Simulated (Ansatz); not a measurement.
Compare A (`[CH3][Al]1[S][CH]1F`) with its isomer B (`F/C=C/[S][AlH2]`).

Gas-phase electronic energies from Ansatz, PBE0-D4/def2-TZVP geometries. CBS: MP2 limit from def2 TZ/QZ plus the TZ coupled-cluster correction, frozen cores. DFT in def2-TZVPP. B3LYP here is the variant with VWN-RPA as its local correlation; programs differ in this. Each species was taken in one conformer, which may not be the lowest.

A:

```xyz
9

C    -0.662   -0.274   -1.730
Al    0.126    0.231   -0.038
S     0.943    1.750    1.204
C     0.685   -0.026    1.791
F    -0.245   -0.107    2.806
H    -0.630    0.552   -2.443
H    -0.135   -1.128   -2.163
H    -1.706   -0.567   -1.588
H     1.624   -0.430    2.161
```

B:

```xyz
9

F     1.276    1.916    0.055
C     0.824    0.784   -0.473
C     0.954   -0.386    0.173
S     0.308   -1.900   -0.473
Al   -1.345   -0.576    0.205
H     0.410    0.906   -1.468
H     1.439   -0.385    1.147
H    -1.677   -0.515    1.747
H    -2.189    0.156   -0.913
```

(1) Which is lower in electronic energy at CCSD(T)/CBS, and by how much? (Estimate.)

(2) Give E(B) − E(A) in kcal/mol with ωB97M-V, B2PLYP, B3LYP, B3LYP-D4, MP2/def2-TZVPP, PBE-D4, r2SCAN-D4. (An estimate is asked.)

Largest T1 diagnostic: 0.014.

Answers

(1) Ansatz gave: A, by 9.1 kcal/mol.

(2) Ansatz gave: ωB97M-V 8.6, B2PLYP 9.4, B3LYP 9.7, B3LYP-D4 8.3, MP2/def2-TZVPP 9.0, PBE-D4 10.1, r2SCAN-D4 9.8. None reverses the order clearly.

In def2-TZVPP, CCSD(T) changes the Hartree–Fock value by +4.0 kcal/mol (the triples alone add −0.0 kcal/mol) and MP2 by +5.2 kcal/mol. The D4 term adds −1.3 kcal/mol with B3LYP and −0.7 kcal/mol with PBE0; it sums over pairs of atoms, weighted by their polarisabilities, and B3LYP, whose exchange is more repulsive, gets the larger term.
